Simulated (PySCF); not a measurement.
2-methylbut-1-ene (C5H10), SMILES C=C(C)CC.

Coordinates come from a PBE0-D3(BJ)/def2-SVP optimisation. The values are those of a single conformer.

Calculation: PySCF with PBE/def2-TZVP.

Gas-phase values at a fixed geometry.

Computed frontier levels, gap, dipole moment and polarisability:
The highest occupied level is -5.91 eV and the lowest empty level comes out as -0.56 eV. The orbital gap comes out as 5.35 eV. The dipole moment is 0.58 D. The quadrupole, principal values (traceless, Buckingham form, about the centre of nuclear charge) comes out as -2.39, 0.32, 2.07 D·Å and the mean static polarisability comes out as 64.4 bohr³ (9.54 Å³). The polarisability, principal values is 51.3, 64.4, 77.4 bohr³.
